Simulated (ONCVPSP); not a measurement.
**Transferability test, ONCV potential for gallium**

| Item | Value |
| --- | --- |
| Element | Ga |
| Generator | ONCVPSP 4.0.1 |
| Type | optimised norm-conserving Vanderbilt (ONCV) |
| Functional | PBE |
| Relativity | scalar-relativistic |
| Frozen core | [Ar] 3d10 |
| Valence charge | 3 |
| Reference configuration | 4s1.5 4p1.5 |
| Partial waves | 4s: rc 2.05 bohr, ncon 5, nbas 9, qcut 3.2 1/bohr, 2 projectors, debl 1.2 Ha; 4p: rc 2.15 bohr, ncon 5, nbas 9, qcut 3.2 1/bohr, 2 projectors, debl 1.2 Ha; d scattering state at 0.19 Ha: rc 2.20 bohr, ncon 4, nbas 8, qcut 5 1/bohr, 3 projectors, debl 1.2 Ha |
| Local potential | polynomial inside 1.30 bohr (lpopt 5, dvloc0 4 Ha) |
| Core correction | none |

Energies are relative to the spin-unpolarised reference configuration 4s1.5 4p1.5; without spin polarisation the order of configurations can differ from experiment.

```tsv
valence configuration	charge	ΔE all-electron (eV)	error AE − PS (meV)
4s2 4p1	0	-3.228	+4.1
4s1 4p0	+2	23.588	+53
4s2 4p0.5	+0.5	-1.198	+11
```

(1) What are ΔE and the potential's error for 4s2 4p0?

Note: ghosts flagged at negative energy: d at -19.8 eV; GHOST(+) flagged for s at 123.9 eV. A true bound ghost makes a file unfit for plane-wave use.

## Answers

(1) ΔE = 2.460 eV all-electron; the error (AE − PS) is +23 meV.
